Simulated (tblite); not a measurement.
Compound: C6H12P (charge -1).
Bonds: C1–C2 (double), C2–C3, C3–P4, P4–C5, C5–C6, C5–C7. Hydrogens: H8, H9 on C1; H10 on C2; H11, H12 on C3; H13 on C5; H14, H15, H16 on C6; H17, H18, H19 on C7.

Structure optimised with GFN2-xTB, isolated species.

Entries marked ? are missing. Bonds in one row agree within 0.01 Å.

```csv
coordinate,value
C1=C2,?
C2–C3,?
C3–P4,1.896 Å
P4–C5,?
"C5–C6, C5–C7",?
C1–H8,1.081 Å
C1–H9,1.080 Å
C2–H10,1.084 Å
"C3–H11, C3–H12",1.093 Å
C5–H13,1.099 Å
C6–H14 and 5 like bonds,1.091 Å
C1–C2–C3,125.2°
C2–C3–P4,?
C3–P4–C5,96.8°
P4–C5–C6,?
P4–C5–C7,?
C6–C5–C7,110.0°
```

Question: Fill in the missing values.

Answer: 
- C1=C2 = 1.332 Å, drawn double (terminal =CH2 carbon to alkene CH carbon); 0.13 Å below the sum of covalent radii, 1.46 Å.
- C2–C3 = 1.470 Å, drawn single (alkene CH carbon to sp3 carbon bound to phosphorus); 0.02 Å below the sum of covalent radii, 1.49 Å.
- P4–C5 = 1.892 Å, drawn single (ends: phosphorus bonded to 2 C; sp3 carbon bound to phosphorus); 0.06 Å above the sum of covalent radii, 1.83 Å.
- C5–C6, C5–C7 = 1.525 Å, drawn single (sp3 carbon bound to phosphorus to methyl carbon); 0.01 Å above the sum of covalent radii, 1.52 Å.
- C2–C3–P4 = 106.6°, at the sp3 carbon bound to phosphorus; the outer atoms are 2.711 Å apart.
- P4–C5–C6 = 112.5°, at the sp3 carbon bound to phosphorus; the outer atoms are 2.850 Å apart.
- P4–C5–C7 = 109.9°, at the sp3 carbon bound to phosphorus; the outer atoms are 2.804 Å apart.

Radii are Cordero's, carbon taken as 0.76, 0.73 or 0.69 Å for four, three, and two or fewer neighbours.

Its GFN2-xTB frequencies are all real (lowest 41 cm⁻¹). Torsions: C1–C2–C3–P4 -106°, C2–C3–P4–C5 73°, C3–P4–C5–C6 87°.

One conformer stands for the species.

All values are computed, not measured.
